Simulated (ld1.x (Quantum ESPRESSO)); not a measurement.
**Ranking TM potentials for V**

All share these settings but for the change named:

V, norm-conserving Troullier–Martins (Kleinman–Bylander form), made with ld1.x (Quantum ESPRESSO) 7.5 (PBE, scalar-relativistic). Core [Ne] 3s2, reference 3p6 3d3 4s1 4p0 (charge +1). Waves: 3p (bound): rc 1.05 bohr; 3d (bound): rc 1.90 bohr; 4s (bound): rc 1.80 bohr. Local part: the s channel. Core correction: none.

Cutoff: the first of the cutoffs (Ry, on a coarse ladder) from which the occupation-weighted sum of valence levels, in a spherical-Bessel basis at the reference potential, stays within 10 and 1 mRy of its value at 400 Ry; the density cutoff is not measured.

The base gives 90 Ry.

Of 8 variants that were run, those that failed, showed a ghost or another fault, or gave nearly equal values are left out.

A variant can come out equal or close to the base.

(1) Rank these variants from softest to hardest (loose cutoff).
A. wave 3p (bound): rc 1.05 bohr becomes 3p (bound): rc 0.66 bohr
B. wave 3p (bound): rc 1.05 bohr becomes 3p (bound): rc 1.32 bohr
C. wave 3p (bound): rc 1.05 bohr becomes 3p (bound): rc 1.04 bohr

Results:

(1) B (70 Ry), C (90 Ry), A (300 Ry).
